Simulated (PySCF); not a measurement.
H7InOSi2, SMILES [OH][In]([SiH3])[SiH3]. Atoms are numbered in the order given.

```xyz
11

In     0.1359     0.1255     0.0471
O      1.6172     1.3503     0.6385
H      1.6496     2.1918     0.1701
Si     0.2311    -2.0636     1.4049
H      0.4916    -3.2228     0.4932
H     -1.0803    -2.3125     2.0835
H      1.3058    -2.0202     2.4415
Si    -1.4240     0.9883    -1.8305
H     -2.8287     1.1000    -1.3240
H     -1.4293     0.0343    -2.9843
H     -1.0035     2.3323    -2.3378
```
Charge 0, spin multiplicity 1.

Coordinates come from a PBE0-D3(BJ)/def2-SVP optimisation. The structure was generated by enumeration; whether it is a known compound was not checked. The def2 effective core potentials stand for the cores of In; spin–orbit coupling is left out. One conformer was computed; it need not be the lowest.

The numbers are results of CAM-B3LYP/def2-TZVP in PySCF, not measurements.

Atomic charges (e):

```tsv
atom	Löwdin	Mulliken
In1	0.14	[?]
O2	-0.34	[?]
H3	0.15	0.30
Si4	0.10	0.00
H5	-0.03	[?]
H6	-0.03	[?]
H7	-0.02	[?]
Si8	0.09	0.01
H9	-0.02	[?]
H10	-0.02	[?]
H11	-0.03	[?]
```

Task: Complete the blanks. (The exact figures need the calculation; the answer reports its results.)

Result: 
- In1, Mulliken: 0.56
- O2, Mulliken: -0.67
- H5, Mulliken: -0.04
- H6, Mulliken: -0.04
- H7, Mulliken: -0.02
- H9, Mulliken: -0.03
- H10, Mulliken: -0.03
- H11, Mulliken: -0.03
